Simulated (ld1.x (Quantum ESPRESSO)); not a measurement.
# What the settings do to the RRKJ potential of Rb (Z = 37)

Base potential:

* Element: Rb (Z = 37)
* Generator: ld1.x (Quantum ESPRESSO) 7.5
* Type: norm-conserving RRKJ (Kleinman–Bylander form)
* Functional: BLYP
* Relativity: scalar-relativistic
* Frozen core: [Ar] 3d10
* Valence charge: 9
* Reference configuration: 4s2 4p6 5s1 5p0
* Partial waves: 4p (bound): rc 1.60 bohr; 4d channel at -0.15 Ry: rc 1.55 bohr; 4s (bound): rc 1.30 bohr
* Local potential: the s channel
* Core correction: Bessel-smoothed model core inside 1.00 bohr

Occupied shells without a wave of their own: 5s. They enter only through the test configuration that unscreens the potential, and ld1.x also counts them in the model core charge.

All-electron outer shells of the reference configuration (BLYP, scalar-relativistic, ld1.x):

| shell | level (eV) | outermost node (bohr) | outermost maximum (bohr) |
| --- | --- | --- | --- |
| 3p | -224.55 | 0.19 | 0.44 |
| 3d | -103.75 | – | 0.39 |
| 4s | -31.66 | 0.62 | 1.25 |
| 4p | -15.71 | 0.64 | 1.42 |
| 5s | -2.17 | 1.79 | 4.22 |
| 5p | -0.64 | 2.21 | 6.29 |

Cutoffs, loose and tight: the cutoffs (Ry, on a coarse ladder) from which the occupation-weighted sum of valence levels, in a spherical-Bessel basis at the reference potential, stays within 10 and 1 mRy of its value at 400 Ry. They do not see the model core or the augmentation charge, which bear on the density cutoff. Test errors are all-electron minus pseudo excitation energies from the reference, over the configurations 4s2 4p6 5s0 5p0; 4s2 4p6 5s0.5 5p0; 4s2 4p6 5s0 5p1; 4s2 4p5 5s1 5p0; 4s1 4p6 5s1 5p0. A dash means not determined; rows that change the core or the reference have their own tests. The largest error is taken over the tests solved by every variant that gives reliable tests at all: 4s1 4p6 5s1 5p0; 4s2 4p5 5s1 5p0; 4s2 4p6 5s0 5p0; 4s2 4p6 5s0.5 5p0.

With those shells counted twice in exchange and correlation these files are broken, and their errors move erratically; no question is asked of them.

A true bound ghost makes a file unfit for plane-wave use even where its test errors are small: the radial tests pick states by their node count and pass the ghost by. Where a test does run into it, the solver fails or the error is huge.

Cutoffs are not given where the Bessel-basis levels miss the radial ones by over 6 mRy, ghosts where they miss by over 20 mRy; a channel whose overlap is not positive is not tested.

```tsv
change	outcome	cutoff, loose	cutoff, tight	bound ghosts	largest test error (meV)
base	generated	–	–	p, d	-145
all radii but the core radius scaled by about 0.76 (s 0.98, p 1.22, d 1.18 bohr)	generated	140 Ry	over 300 Ry	d	-192
all radii but the core radius scaled by about 0.82 (s 1.06, p 1.32, d 1.28 bohr)	generated	120 Ry	230 Ry	d	-161
all radii but the core radius scaled by about 0.92 (s 1.20, p 1.48, d 1.42 bohr)	generated	–	–	d, p	-147
all radii but the core radius scaled by about 1.09 (s 1.42, p 1.74, d 1.68 bohr)	generated	–	–	p	-148
all radii but the core radius scaled by about 1.17 (s 1.52, p 1.88, d 1.82 bohr)	generated	50 Ry	90 Ry	none	-158
all radii but the core radius scaled by about 1.20 (s 1.56, p 1.92, d 1.86 bohr)	generated	50 Ry	90 Ry	none	-163
all radii but the core radius scaled by about 1.31 (s 1.70, p 2.10, d 2.02 bohr)	generated	40 Ry	60 Ry	none	-202
all radii but the core radius scaled by about 1.40 (s 1.82, p 2.24, d 2.18 bohr)	generated	40 Ry	50 Ry	none	-235
```

Reading the sweep of the scale of all radii but the core radius (base = 1) (base included, trends over the rows without a ghost): The loose cutoff stays near 40 Ry. The median size of the test errors (rows with all tests solved) rises from 38.4 meV at 1.17 to 68.9 meV at 1.4. More of the atom is replaced by a form fitted at one configuration, so other configurations suffer as the radius grows. Bound ghosts are found at 0.76, 0.82, 0.92, 1, 1.09.
